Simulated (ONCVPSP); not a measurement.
## What one change does to a pseudopotential (gallium (Ga), ONCV)

```
Element                 : Ga
Generator               : ONCVPSP 4.0.1
Type                    : optimised norm-conserving Vanderbilt (ONCV)
Functional              : revPBE
Relativity              : scalar-relativistic
Frozen core             : [Ne]
Valence charge          : 21
Reference configuration : 3s2 3p6 3d10 (charge +3)
Partial waves           : 3s: rc 0.85 bohr, ncon 3, nbas 6, qcut 14.2 1/bohr, 1 projector; 3p: rc 0.75 bohr, ncon 4, nbas 8, qcut 8.7 1/bohr, 2 projectors, debl 2.2 Ha; 3d: rc 0.85 bohr, ncon 4, nbas 9, qcut 18.3 1/bohr, 2 projectors, debl 2.8 Ha
Local potential         : polynomial inside 0.55 bohr (lpopt 5, dvloc0 2 Ha)
Core correction         : Teter function, fcfact 5.25, rcfact 1
```

In the p channel the program set the typed energies aside and used -4.866, 0.250 Ha.

All-electron outer shells of the reference configuration (revPBE, scalar-relativistic, ld1.x):

```tsv
shell	level (eV)	outermost node (bohr)	outermost maximum (bohr)
3s	-181.75	0.27	0.56
3p	-132.42	0.24	0.56
3d	-52.36	–	0.54
```

Change: d: rc 1.22.

Cutoffs: the cutoffs (Ha) at which the residual kinetic energy of the hardest occupied pseudo-wave falls to 1 and 0.1 mHa per electron; they do not see the model core or the augmentation charge, which bear on the density cutoff. Errors are all-electron minus pseudo energies relative to the spin-unpolarised reference configuration.

Question: How do hardness, ghosts and transferability respond?

Answer: The potential gets softer (132 Ha and 244 Ha → 93 Ha and 244 Ha); of the 3 tests that both files solve, the error grows in 1 and shrinks in 0 by more than 15 % and 0.3 meV (median size 606.8 → 604.1 meV); neither file shows a bound ghost. A larger radius leaves more room for a smooth pseudo-wave, so fewer plane waves are needed.

```csv
quantity,base,changed
"cutoff, loose",132 Ha,93 Ha
"cutoff, tight",244 Ha,244 Ha
loose cutoff by channel,"s 76 Ha, p 84 Ha, d 132 Ha","s 76 Ha, p 84 Ha, d 93 Ha"
bound ghosts,none,none
GHOST(+) flags under 300 eV,none,none
tests with a reliable result,3 of 4,3 of 4
"error for 3s2 3p6 3d10 4s2, meV [ΔE -52.04 eV]",+980,+977
"error for 3s2 3p6 3d10 4s1, meV [ΔE -31.06 eV]",+607,+604
"error for 3s2 3p6 3d9, meV [ΔE 63.76 eV]",+3.4,+41
s: phases at 0.86 bohr within 0.05 rad from the reference energy up to (Ha; the scan ends near 5),-0.1,-0.1
p: phases at 0.76 bohr within 0.05 rad from the reference energy up to (Ha; the scan ends near 5),to the end of the scan,to the end of the scan
"rms error of d²Exc/dni dnj with the model core, mHa",2.45,2.21
```
